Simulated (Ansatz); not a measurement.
Total energies of IrCl(PH3)3 (P3IrH9Cl) from Ansatz at PBE0-D4/def2-TZVP, gas phase (1 Eh = 27.2114 eV = 2625.5 kJ/mol). The reference geometry is relaxed at PBE-D4/def2-SVP.

Cartesian coordinates in Å:
```
Ir 0.206 0.195 -0.357
Cl 1.285 1.185 -2.250
P -0.804 2.226 -0.113
H -1.741 2.487 0.944
H -1.587 2.714 -1.208
H 0.035 3.372 0.066
P -0.786 -0.730 1.391
H -1.556 -1.942 1.249
H -1.772 0.005 2.138
H -0.022 -1.178 2.531
P 1.397 -1.674 -0.937
H 2.825 -1.563 -0.948
H 1.218 -2.171 -2.267
H 1.301 -2.926 -0.239
```

| state | geometry | energy (Eh) |
| --- | --- | --- |
| charge 0 singlet | reference | -1593.65242 |
| charge 1 doublet | reference | -1593.38571 |
| charge 1 doublet | relaxed at PBE-D4/def2-SVP | -1593.39240 |
| charge 0 triplet | relaxed at PBE-D4/def2-SVP | -1593.59128 |
| free Ir atom (quartet) | – | -104.22852 |
| free Cl atom (doublet) | – | -459.99739 |
| free P atom (quartet) | – | -341.13505 |
| free H atom (doublet) | – | -0.50104 |

In the def2 sets Ir takes a core potential; there is no spin–orbit coupling.

Work out the vertical ionisation energy to the doublet.

E(charge 1 doublet) − E(charge 0 singlet) = -1593.38571 − (-1593.65242) = 0.26671 Eh = 7.26 eV. For comparison, −ε of the highest occupied level is 5.73 eV at this level, 1.53 eV less.

How much does the charge 1 doublet relax, and what is the adiabatic ionisation energy?

Relaxation: -1593.38571 − (-1593.39240) = 0.00669 Eh = 0.18 eV. Adiabatic ionisation energy: 0.26002 Eh = 7.08 eV, without zero-point energy. 

Which of the charge 0 states is lowest, and how far above it are the others?

The singlet. triplet: -1593.59128 − (-1593.65242) = 0.06114 Eh = 160.5 kJ/mol.

What is the binding energy per atom against free atoms?

Atoms: 1 × (-104.22852) + 1 × (-459.99739) + 3 × (-341.13505) + 9 × (-0.50104) = -1592.14042 Eh. Binding: -1592.14042 − (-1593.65242) = 1.51200 Eh = 41.14 eV, or 2.94 eV for each of 14 atoms (no zero-point energy, no counterpoise term).
